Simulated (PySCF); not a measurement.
Dissociation curve of SiH (cation, charge +1), singlet.

Computed with: RHF/cc-pVTZ (PySCF); RKS-wB97X-V = restricted wB97X-V/cc-pVTZ (PySCF); UCCSD(T) = CCSD(T) on UHF/cc-pVTZ, 5 core orbitals frozen (PySCF 2.14.0).

Energies relative to the lowest point of each curve near equilibrium, in mEh:

```tsv
R / Å	RHF	RKS-wB97X-V
1.23	36.5	38.6
1.37	6.7	8.0
1.43	1.7	2.5
1.46	0.4	1.0
1.63	4.7	3.5
1.65	6.1	4.7
2.05	52.1	46.4
2.53	114.8	104.3
3.03	167.7	153.2
3.30	190.0	173.8
4.14	236.4	216.2
5.37	265.8	243.1
```

Question: Estimate the UCCSD(T) values at these points.

Answer: 1.23: 37.4; 1.37: 7.5; 1.43: 2.2; 1.46: 0.8; 1.63: 3.6; 1.65: 4.8; 2.05: 43.1; 2.53: 89.6; 3.03: 115.0; 3.30: 120.4; 4.14: 122.0; 5.37: 122.5 (mEh).

The restricted form behind RHF, RKS-wB97X-V keeps the bonding electrons paired and can't separate into open-shell fragments. At the longest distance RKS-wB97X-V leaves fractional charges on the fragments, a sign of delocalisation error or of the restricted form. The unrestricted determinant behind UCCSD(T) is spin-contaminated at 1.23 to 1.65, 2.05 to 6.04 Å (<S²> up to 1.0, against 0.00 for a pure singlet).
